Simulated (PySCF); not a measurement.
Run record: excited-state job, `Cc1ccc(C#[O+])c(C)c1`.

Method: TDDFT wB97X-D/def2-SVPD, vertical, gas phase, core orbitals frozen in the response (PySCF 2.14.0, density-fitted response routines). Geometry: PBE0-D3(BJ)/def2-SVP. A driver script takes a list of jobs; this job's settings line and coordinates (Å) are shown.

Input:
```
{"job": {"kind": "uv", "xc": "wB97X-D", "basis": "def2-SVPD", "ip": true}, "charge": 1, "multiplicity": 1}
C     -3.000104    -1.629457    -0.588963
C     -1.713662    -0.921609    -0.350971
C     -1.685204     0.491200    -0.278907
C     -0.512350     1.158562    -0.033466
C      0.678544     0.394840     0.145346
C      1.847903     1.076560     0.384819
O      2.795874     1.660987     0.580754
C      0.696366    -1.031562     0.079346
C      1.951460    -1.823515     0.241685
C     -0.523620    -1.644253    -0.169738
H     -2.848076    -2.641002    -0.987002
H     -3.542969    -1.726768     0.368331
H     -3.652037    -1.062833    -1.268557
H     -2.607363     1.058839    -0.420637
H     -0.483978     2.248519     0.024948
H      1.790049    -2.664060     0.932039
H      2.252403    -2.254518    -0.727110
H      2.797666    -1.233712     0.622216
H     -0.553702    -2.735292    -0.229368
```

Estimate the output.

```
coarse grid: 16440 points
cycle   1  E = -422.6650649121  dE =  2.363e+00  |g| = 7.706e-01  |ddm| = 1.427e+01
cycle   2  E = -422.4853907912  dE =  1.797e-01  |g| = 1.330e+00  |ddm| = 4.197e+00
cycle   3  E = -422.8124927727  dE = -3.271e-01  |g| = 1.141e-01  |ddm| = 2.286e+00
cycle   4  E = -422.8152113978  dE = -2.719e-03  |g| = 4.600e-02  |ddm| = 6.175e-01
cycle   5  E = -422.8157614496  dE = -5.501e-04  |g| = 1.336e-02  |ddm| = 2.201e-01
cycle   6  E = -422.8158154714  dE = -5.402e-05  |g| = 3.861e-03  |ddm| = 8.236e-02
cycle   7  E = -422.8158235812  dE = -8.110e-06  |g| = 1.993e-03  |ddm| = 2.582e-02
final grid: 160432 points
cycle   8  E = -422.8920464879  dE = -1.142e-04  |g| = 5.553e-03  |ddm| = 5.584e-01
cycle   9  E = -422.8920478439  dE = -1.356e-06  |g| = 5.649e-03  |ddm| = 6.589e-02
cycle  10  E = -422.8920539533  dE = -6.109e-06  |g| = 1.308e-03  |ddm| = 1.454e-02
cycle  11  E = -422.8920542529  dE = -2.995e-07  |g| = 5.304e-04  |ddm| = 6.237e-03
cycle  12  E = -422.8920543238  dE = -7.097e-08  |g| = 1.960e-04  |ddm| = 2.571e-03
cycle  13  E = -422.8920543352  dE = -1.130e-08  |g| = 3.944e-05  |ddm| = 7.752e-04
cycle  14  E = -422.8920543365  dE = -1.379e-09  |g| = 1.774e-05  |ddm| = 3.345e-04
cycle  15  E = -422.8920543367  dE = -1.996e-10  |g| = 5.167e-06  |ddm| = 1.424e-04
converged SCF energy = -422.8920543367

Static polarisability (au): isotropic 106.921, principal 59.973 104.701 156.091

Singlet excitations
state   eV       nm        f      main configurations
  1   4.2057    294.8   0.07167   H->L 0.95
  2   4.6988    263.9   0.00145   H-1->L+1 0.65, H->L+1 0.25
  3   4.9155    252.2   0.38395   H-1->L 0.90
  4   5.1383    241.3   0.00106   H->L+1 0.75, H-1->L+1 0.23
  5   6.1654    201.1   0.00010   H-2->L 0.80, H-5->L 0.11
  6   6.4560    192.0   0.00132   H-3->L 0.87
  7   6.4927    191.0   0.11397   H-1->L+2 0.80
  8   6.6957    185.2   0.41909   H->L+2 0.79
  9   7.0749    175.2   0.11579   H-4->L 0.78
 10   7.1891    172.5   0.00037   H-5->L 0.73, H-2->L 0.10

Triplet excitations (Tamm-Dancoff, eV): 3.1754 3.3363 4.5199 4.5353
Vertical ionisation energy (delta-SCF) = 14.0326 eV
Vertical electron affinity (delta-SCF) = 5.6450 eV
```

The SCF starts on a coarse grid where the log names one; the energy can jump when the final grid takes over, and dE then counts from the start density on the new grid. H and L stand for HOMO and LUMO; the number after each pair is its weight.

Give S1 in cm⁻¹ and kJ/mol.

4.2057 eV × 8065.54 = 33921 cm⁻¹; × 96.485 = 405.8 kJ/mol.

Which computed singlet has the largest oscillator strength, and what do all of them sum to?

State 8 at 6.70 eV (185 nm), f = 0.419; the 10 states sum to 1.109.

In short: HOMO -14.01 eV, LUMO -5.72 eV; lowest singlet 4.21 eV; lowest triplet 3.18 eV (Tamm–Dancoff); mean polarisability 106.9 au.

On x86-64 server, one thread (shared host), this took 5.2 min wall.
Labels such as C1 count atoms from 1, the log's own numbers from 0.

wB97X-D is run here without its empirical dispersion term; that term would change no orbital, density or response property at a fixed geometry.
